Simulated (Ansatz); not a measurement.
C₇H₂₃NSi₃, SMILES `C[SiH](C)N([SiH](C)C)[Si](C)(C)C` at its PBE0-D4/def2-TZVP geometry, where that method's forces vanish. Charge 0, multiplicity 1.

```xyz
34

C    -2.3151   -1.4819   -1.6741
Si   -1.6005    0.1432   -1.0929
C    -1.3185    1.3019   -2.5332
N    -0.1525   -0.0890   -0.1479
Si    1.2432   -0.6713   -1.0011
C     2.5508    0.6494   -1.2117
C     1.9847   -2.2195   -0.2619
Si   -0.1718    0.4340    1.5190
C     1.4293   -0.0117    2.3860
C    -0.3861    2.2925    1.5976
C    -1.5613   -0.4105    2.4469
H    -2.5254   -2.1339   -0.8228
H    -3.2506   -1.3206   -2.2171
H    -1.6242   -2.0044   -2.3402
H    -2.5978    0.7899   -0.1894
H    -0.9366    2.2640   -2.1823
H    -2.2576    1.4853   -3.0629
H    -0.6035    0.8918   -3.2503
H     0.7540   -1.0327   -2.3667
H     3.3796    0.2769   -1.8204
H     2.1301    1.5245   -1.7133
H     2.9622    0.9774   -0.2541
H     2.5190   -2.0246    0.6694
H     1.2096   -2.9639   -0.0637
H     2.6961   -2.6554   -0.9694
H     1.4116    0.4330    3.3857
H     1.5386   -1.0909    2.5103
H     2.3188    0.3682    1.8789
H    -0.4198    2.6428    2.6332
H    -1.3117    2.6068    1.1088
H     0.4456    2.7972    1.0981
H    -2.5411   -0.1621    2.0339
H    -1.4433   -1.4970    2.4092
H    -1.5561   -0.1093    3.4986
```

Q: What forces (eV/Å) does ωB97M-V/def2-TZVPP give on these atoms in Ansatz 0.2.0? (An estimate is asked.)

A: Ansatz gave: 
```
C1  -0.008 -0.022 -0.020
Si2 -0.187  0.063  0.008
C3   0.005  0.008 -0.029
N4   0.006 -0.006 -0.004
Si5  0.061 -0.069 -0.146
C6   0.028  0.016  0.001
C7   0.022 -0.018  0.020
Si8 -0.007  0.028  0.106
C9   0.029 -0.014  0.009
C10 -0.012  0.026  0.006
C11 -0.027 -0.003  0.015
H12  0.011  0.036 -0.048
H13  0.059 -0.013  0.034
H14 -0.040  0.028  0.038
H15  0.091 -0.052 -0.071
H16 -0.020 -0.051 -0.019
H17  0.061 -0.010  0.032
H18 -0.040  0.026  0.038
H19  0.030  0.033  0.114
H20 -0.051  0.025  0.038
H21  0.024 -0.045  0.027
H22 -0.022 -0.015 -0.054
H23 -0.027 -0.014 -0.058
H24  0.045  0.042 -0.009
H25 -0.045  0.026  0.046
H26 -0.001 -0.023 -0.056
H27 -0.006  0.057 -0.004
H28 -0.039 -0.023  0.025
H29  0.003 -0.019 -0.061
H30  0.049 -0.013  0.025
H31 -0.039 -0.025  0.024
H32  0.053 -0.017  0.030
H33 -0.005  0.055  0.002
H34 -0.001 -0.019 -0.060
```
